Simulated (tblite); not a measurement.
Compound: C₄H₉AsO.
Numbering: `[OH:1][C@@H:2]1[CH2:3][CH2:4][AsH:5][CH2:6]1` (hydrogens: H7 on O1; H8 on C2; H9, H10 on C3; H11, H12 on C4; H13 on As5; H14, H15 on C6)

Computed with GFN2-xTB (tblite), gas phase: L-BFGS steps from a force-field or distance-geometry start until the largest atomic force falls under 0.01 eV/Å.

Geometry at step 2:
```
atom  x, y, z in Å
O1      0.5977    0.3659   -1.5239
C2      0.8973    0.4638   -0.1298
C3      0.5677   -0.8750    0.5612
C4     -0.8207   -1.2669    0.1113
As5    -1.8335    0.4677    0.2817
C6     -0.0922    1.4595    0.4404
H7      1.2153   -0.2255   -1.9473
H8      1.9316    0.7562    0.0324
H9      1.3067   -1.6396    0.3166
H10     0.5354   -0.6628    1.6286
H11    -1.2647   -1.9674    0.8225
H12    -0.8208   -1.7000   -0.8979
H13    -2.2552    0.7845   -1.1545
H14    -0.0851    2.4242   -0.0816
H15     0.1161    1.6233    1.5184
```

Question: What forces act on the atoms?

Answer: 
```tsv
atom	Fx (eV/Å)	Fy (eV/Å)	Fz (eV/Å)
O1	0.087	0.498	0.477
C2	-0.658	-0.388	-0.410
C3	0.284	0.362	-0.289
C4	-0.439	0.320	-0.110
As5	-0.347	0.155	0.231
C6	-0.309	-0.045	0.091
H7	0.237	-0.240	-0.081
H8	0.383	0.098	-0.025
H9	0.086	-0.038	0.171
H10	0.320	-0.271	0.154
H11	0.018	-0.186	-0.159
H12	-0.120	0.162	0.293
H13	0.525	-0.156	0.070
H14	0.023	-0.291	0.095
H15	-0.090	0.022	-0.509
```

The largest, 0.87 eV/Å, acts on C2; the rms over all components is 0.279 eV/Å. The forces sum to zero within rounding, as they must for an isolated molecule in no field.

Question: Give the force on C2 in Eh/bohr and in nN.

Answer: 0.867 eV/Å ÷ 51.422 = 0.01686 Eh/bohr, and 0.867 eV/Å × 1.602 = 1.39 nN.

Question: How far is this geometry from the end of the optimisation?

Answer: 0.234 eV above it, and 0.188 Å rms away after alignment. The bonds farthest from their final lengths, with half the difference of the two atoms' forces along the bond (positive lengthens):

```json
{"bond": "As5–C6", "now (Å)": "2.010", "final (Å)": "1.980", "force along bond (eV/Å)": "-0.04"}
{"bond": "As5–H13", "now (Å)": "1.530", "final (Å)": "1.502", "force along bond (eV/Å)": "-0.08"}
{"bond": "C3–C4", "now (Å)": "1.511", "final (Å)": "1.529", "force along bond (eV/Å)": "+0.31"}
{"bond": "C2–H8", "now (Å)": "1.087", "final (Å)": "1.104", "force along bond (eV/Å)": "+0.59"}
{"bond": "C4–As5", "now (Å)": "2.016", "final (Å)": "1.999", "force along bond (eV/Å)": "-0.08"}
{"bond": "O1–C2", "now (Å)": "1.429", "final (Å)": "1.412", "force along bond (eV/Å)": "-0.54"}
```

The angle farthest from its final value is C4–As5–H13, 103.7° against 95.0°.

Of the 6 listed bonds off by 0.010 Å or more, this force points towards the final length in 6.

What follows is the cost of the whole relaxation. Time: 0.29 s. Hardware: an Arm Neoverse V1 with one thread, no GPU, shared host with 32 logical CPUs at a one-minute load of 8.7.
